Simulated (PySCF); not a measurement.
C₂H₇AlS, SMILES [CH3][Al]([SH])[CH3].

Coordinates come from a B3LYP-D3(BJ)/def2-SVP optimisation. A frequency run showed that this geometry is not a minimum. One conformer was computed; it need not be the lowest.

Level of theory: B3LYP-D3(BJ)/def2-SVP run with PySCF.

Frequencies are harmonic and unscaled.

| mode | ν (cm⁻¹) | IR (km/mol) | Raman (Å⁴/amu) | depolarisation | moving atoms (share of kinetic energy) |
|---|---|---|---|---|---|
| 1 | 35i | 0.0 | 0.0 | – | H 98 % |
| 2 | 56 | 0.0 | 0.1 | 0.75 | H 97 % |
| 3 | 147 | 7.2 | 2.0 | 0.72 | C 34 %, S 24 %, H 23 %, Al 19 % |
| 4 | 157 | 3.2 | 2.5 | 0.75 | C 44 %, H 35 %, S 12 %, Al 8 % |
| 5 | 176 | 7.7 | 0.3 | 0.75 | Al 55 %, H 29 %, C 12 % |
| 6 | 290 | 17.5 | 1.6 | 0.75 | H 96 % |
| 7 | 433 | 15.0 | 23.1 | 0.10 | S 43 %, C 28 %, Al 18 %, H 11 % |
| 8 | 582 | 1.1 | 1.1 | 0.62 | H 83 %, C 16 % |
| 9 | 583 | 8.9 | 5.9 | 0.53 | H 68 %, C 21 %, Al 11 % |
| 10 | 606 | 25.7 | 8.5 | 0.20 | H 48 %, C 30 %, Al 16 % |
| 11 | 643 | 10.9 | 9.1 | 0.74 | H 57 %, C 29 %, Al 12 % |
| 12 | 682 | 63.1 | 1.6 | 0.75 | H 71 %, C 20 %, Al 10 % |
| 13 | 731 | 93.8 | 0.9 | 0.71 | H 46 %, Al 33 %, C 21 % |
| 14 | 750 | 157.9 | 0.1 | 0.66 | H 57 %, C 21 %, Al 21 % |
| 15 | 1217 | 22.5 | 1.3 | 0.04 | H 80 %, C 20 % |
| 16 | 1217 | 20.1 | 1.2 | 0.07 | H 80 %, C 20 % |
| 17 | 1425 | 0.6 | 12.2 | 0.75 | H 96 % |
| 18 | 1428 | 0.1 | 10.8 | 0.74 | H 95 % |
| 19 | 1428 | 1.0 | 12.2 | 0.75 | H 95 % |
| 20 | 1430 | 3.6 | 6.7 | 0.75 | H 95 % |
| 21 | 2668 | 2.5 | 140.6 | 0.30 | H 97 % |
| 22 | 3013 | 4.9 | 52.4 | 0.02 | H 97 % |
| 23 | 3015 | 2.8 | 220.2 | 0.00 | H 97 % |
| 24 | 3089 | 7.5 | 95.4 | 0.75 | H 91 %, C 9 % |
| 25 | 3095 | 6.0 | 87.8 | 0.75 | H 91 %, C 9 % |
| 26 | 3110 | 9.4 | 107.1 | 0.73 | H 91 %, C 9 % |
| 27 | 3118 | 6.3 | 95.4 | 0.73 | H 91 %, C 9 % |
